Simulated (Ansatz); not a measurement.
Reaction (ligand exchange at the Si–N bond): `O[SiH](O)N[SiH](F)F` + `[SH][GeH3]` → `F[SiH](F)[S][GeH3]` + `N[SiH](O)O`

Isolated molecules relaxed with PBE0-D4/def2-TZVP in Ansatz; ΔE leaves out vibrations. CCSD(T)/CBS adds triple-zeta CCSD(T) − MP2 to the extrapolated MP2 energy (def2 sets, frozen cores). This one scheme is used for every species. DFT in def2-TZVPP. For Ge outer-core shells are correlated without core-valence functions, which leaves a few kJ/mol of doubt a bond. Scalar relativity is left out up to krypton. One conformer a species, not always the lowest.

CCSD(T)/CBS gives +13.1 kJ/mol.

**Question.** Another level gave +13.8 kJ/mol. Which?
A. ωB97X-V/def2-TZVPP
B. CCSD/def2-TZVPP
C. PBE/def2-TZVPP
D. HF/def2-TZVPP

**Answer.** A. ωB97X-V 13.8, PBE 3.8, CCSD/def2-TZVPP 19.8, HF/def2-TZVPP 27.2 kJ/mol.

Largest T1 diagnostic among the species: 0.012.

From PBE to PBE0 (25 % exact exchange), in def2-TZVPP and without D4, ΔE moves by +4.6 kJ/mol. In def2-TZVPP, CCSD(T) changes the Hartree–Fock value by −10.1 kJ/mol (the triples alone add −2.7 kJ/mol) and MP2 by −14.7 kJ/mol.
